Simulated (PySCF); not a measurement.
A structure optimised at PBE-D3(BJ)/def2-SVP, used in a PySCF frequency run:

```
Si
O 1 1.6833
Si 2 1.6839 1 137.21
N 3 1.7331 2 115.06 1 31.98
H 4 1.0215 3 121.66 2 -84.66
H 4 1.0217 5 111.33 3 -156.27
H 3 1.4972 2 105.35 1 151.70
H 3 1.5009 7 112.63 2 -118.75
H 1 1.5103 2 109.23 3 93.99
C 1 1.8818 9 109.48 2 -118.79
H 10 1.1084 1 111.05 9 -177.55
H 10 1.1091 11 108.23 1 121.11
H 10 1.1093 11 108.42 12 117.30
Si 1 2.3649 9 108.14 2 120.92
H 14 1.5078 1 112.97 9 -54.08
H 14 1.5079 15 108.43 5 56.99
H 14 1.5107 15 107.05 16 115.35
```
Charge 0, spin multiplicity 1.

Task: Write its SMILES and formula.

Result: C[Si@@H]([SiH3])O[SiH2]N, CH₁₁NOSi₃

Task: What are its rotational constants (standard atomic weights)?

Result: 2.1779, 1.2500, 0.87070 GHz
